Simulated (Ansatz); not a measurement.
System: sum formula SiN$_{3}$H$_{6}$Cl (charge 0, singlet). 
Coordinates optimised at B3LYP-D3(BJ)/def2-TZVP (Ansatz, a first-principles code):
```xyz
11

Si    -0.0735     0.1897    -0.2931
Cl     0.3676    -0.9152     1.4224
N      1.0682    -0.3919    -1.4227
N     -0.0881     1.7972     0.2846
N     -1.5899    -0.0388    -1.0271
H      1.9697    -0.7243    -1.1234
H      1.0829    -0.0453    -2.3686
H     -0.2968     2.5665    -0.3315
H      0.4913     2.0743     1.0594
H     -1.7779    -0.8763    -1.5539
H     -2.4211     0.3414    -0.6042
```

Basis-set convergence of Hartree-Fock and MP2 correlation energies (hartree) with Ansatz. Cores are frozen in the correlated levels unless marked. No spin-orbit coupling. No relativistic terms.

| basis | functions | E(HF) | E(corr, MP2) |
|---|---|---|---|
| cc-pV(D+d)Z | 118 | -915.45709 | -0.74411 |
| cc-pV(T+d)Z | 252 | -915.55713 | -0.95212 |
| cc-pV(Q+d)Z | 473 | -915.57830 | -1.02807 |

Extrapolating the two largest sets (X = 3 and 4) as X^-3: E(corr) = (64·(-1.02807) - 27·(-0.95212))/37 = -1.0835 Eh, an estimate of the basis-set limit. The largest set recovers 94.9 % of it, the smallest 68.7 %.
